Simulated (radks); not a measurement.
Results of a calculation; reference values are marked as such.
Coulomb parameter of the 3d shell of the copper ion Cu2+ in the model configuration [Ar] 3d8 4s1, as a second difference U = [E(n + 0.5) + E(n - 0.5) - 2 E(n)] / (0.5)^2 with all orbitals relaxed. "Bare": the charge of the atom changes with n. "Screened": the 4s shell takes up the change at fixed total charge, which measures U(3d,3d) + U(4s,4s) - 2 U(3d,4s). Code: a radial shooting solver on a logarithmic mesh with Libxc functionals. Model: scalar-relativistic Kohn-Sham, r2SCAN, spin-unpolarised, spherical densities, finite nucleus; meta-GGA in the generalised Kohn-Sham scheme; Fermi nuclear charge, rms radius 3.8823 fm.

case              configuration  E - E(n) (eV)
start              [Ar] 3d8 4s1          0.000
bare +0.5        [Ar] 3d8.5 4s1        -16.074
bare -0.5        [Ar] 3d7.5 4s1         20.892
screened +0.5  [Ar] 3d8.5 4s0.5         -5.660
screened -0.5  [Ar] 3d7.5 4s1.5          6.777

U(bare) = 19.273 eV, U(screened by 4s) = 4.470 eV, against the Slater integral F0(3d,3d) = 29.101 eV with frozen orbitals.
